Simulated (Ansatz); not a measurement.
`N[SiH2]CS` + `[SiH3]C[SiH2]Cl` → `N[SiH2]C[SiH2]Cl` + `[SiH3]CS`  (redistribution)

Computed with Ansatz on PBE0-D4/def2-TZVP structures; ΔE is electronic, products minus reactants. CCSD(T)/CBS adds triple-zeta CCSD(T) − MP2 to the extrapolated MP2 energy (def2 sets, frozen cores). DFT in def2-TZVPP. B3LYP here is the variant with VWN-RPA as its local correlation; programs differ in this. One conformer a species, not always the lowest.

`N[SiH2]CS`:

Z-matrix (Å, degrees):
```
Si
C 1 1.875
N 1 1.722 2 110.3
H 1 1.494 2 107.4 3 123.3
H 1 1.484 2 109.8 3 -117.2
S 2 1.810 1 111.3 3 52.6
H 2 1.094 1 108.6 3 169.9
H 2 1.093 1 111.9 3 -71.9
H 3 1.006 1 119.5 2 -135.0
H 3 1.007 1 121.3 2 79.1
H 6 1.346 2 96.2 1 -37.7
```

`[SiH3]C[SiH2]Cl`:

Cartesian coordinates in Å:
```
Si -0.131 1.536 0.571
C 0.681 0.069 -0.273
Si -0.369 -1.460 -0.329
Cl 0.645 -2.988 -1.273
H 0.782 2.709 0.567
H -1.386 1.904 -0.137
H -0.466 1.196 1.979
H 0.945 0.352 -1.297
H 1.615 -0.166 0.250
H -0.699 -1.930 1.037
H -1.616 -1.221 -1.095
```

`N[SiH2]C[SiH2]Cl`:

```xyz
13

N    -0.551    1.121   -2.157
Si    0.391    0.254   -1.008
C    -0.553    0.128    0.605
Si    0.207   -0.963    1.897
Cl    2.160   -0.394    2.243
H    -1.443    0.766   -2.464
H    -0.084    1.602   -2.909
H     1.649    1.023   -0.841
H     0.746   -1.140   -1.413
H    -1.547   -0.287    0.390
H    -0.704    1.134    1.009
H    -0.504   -0.867    3.196
H     0.233   -2.378    1.452
```

`[SiH3]CS`:

```xyz
9

Si   -0.765    0.762    0.003
C     0.620   -0.381    0.551
S     1.506   -1.076   -0.870
H    -0.202    1.910   -0.750
H    -1.528    1.265    1.179
H    -1.692    0.003   -0.879
H     1.366    0.194    1.104
H     0.266   -1.174    1.212
H     0.430   -1.504   -1.550
```

| level | ΔE (kJ/mol) | difference from CCSD(T)/CBS |
| --- | --- | --- |
| r2SCAN-D4 | 4.5 | 1.7 |
| B3LYP-D4 | 3.7 | 0.9 |
| PBE0 | 4.9 | 2.1 |
| B3LYP | 4.0 | 1.2 |
| SCS-MP2/def2-TZVPP | 2.4 | -0.4 |
| CCSD/def2-TZVPP | 2.5 | -0.3 |
| CCSD(T)/def2-TZVPP | 3.0 | 0.2 |
| MP2/def2-QZVPP | 3.0 | 0.2 |
| MP2/CBS(def2) | 3.0 | 0.2 |
| CCSD/CBS(def2) | 2.4 | -0.4 |
| CCSD(T)/CBS | 2.8 | 0 |

Largest T1 diagnostic among the species: 0.011.

CCSD(T)/CBS has its own doubt, a few kJ/mol and more with outer-core shells, so smaller differences from it don't rank the levels.
